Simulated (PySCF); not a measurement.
# Working out the ionisation energy of Ni⁺

Ni⁺ [Ar] 3d9 (2D) → Ni²⁺ [Ar] 3d8 (3F). All numbers are calculated (PySCF 2.14, the spin-free X2C one-electron Hamiltonian (Gaussian nucleus), in x2c-TZVPPall). Frozen: [Ne]. Energies in hartree (1 hartree = 27.21139 eV):

```
            part   Ni⁺ (lower)  Ni²⁺ (upper)
             UHF  -1518.787241  -1518.235296
CCSD correlation     -0.649570     -0.551201
             (T)     -0.015529     -0.008940
```

What does Hartree-Fock give?

(-1518.235296) − (-1518.787241) = 0.551945 hartree = 15.019 eV.

What do CCSD and CCSD(T) give?

The CCSD correlation energies differ by 0.098369 hartree = 2.677 eV and the triples by 0.006589 hartree = 0.179 eV, so CCSD gives 17.696 eV and CCSD(T) 17.875 eV.

A first-order spin-orbit estimate adds -0.049 eV to CCSD(T) (valence and next inner shell), giving 17.826 eV against 18.169 eV (measured; NIST Atomic Spectra Database, ionization energies).

What remains against the reference includes basis incompleteness, the frozen core and higher excitations.
